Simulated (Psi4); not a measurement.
C$_{4}$H$_{10}$Zn, charge -1, doublet, geometry from GFN2-xTB (such geometries of metal compounds can be far from the true shape) (a state made from the parent by changing its charge; the spin is typed, not shown lowest) (a gas-phase anion, which may not be bound at this level).

Psi4 was given this input:
```
memory 2 GB

molecule mol {
-1 2
Zn   -0.359302    0.195062    0.983192
C     1.785028   -0.893492    0.439566
C     1.507107   -2.043269   -0.518129
H     2.390568   -1.275535    1.279980
H     2.422102   -0.156635   -0.077104
H     0.925813   -1.696768   -1.373880
H     0.930212   -2.831052   -0.024541
H     2.422242   -2.522024   -0.920435
C    -1.546647    0.772631   -1.099106
C    -0.584535    1.534427   -1.999254
H    -2.478865    1.357027   -1.007834
H    -1.829890   -0.164437   -1.606564
H     0.343149    0.975086   -2.128296
H    -0.327191    2.504003   -1.562648
H    -0.984789    1.736691   -3.012891
}

set {
  basis def2-svp
  reference uks
  scf_type pk
  puream true
  d_convergence 1e-8
  dft_radial_points 99
  dft_spherical_points 590
}

energy('revpbe')
print_variables()
```

What does this run give for the number of basis functions, <S^2>, total energy?


```
Item                               Value
-------------------------  -------------
number of basis functions            137
<S^2>                              0.753
total energy               -1937.2118 Eh
```

A gas-phase anion may not be bound at this level; its values then depend on the basis.

These values belong to the state on which the SCF converged, which isn't shown to be the lowest.
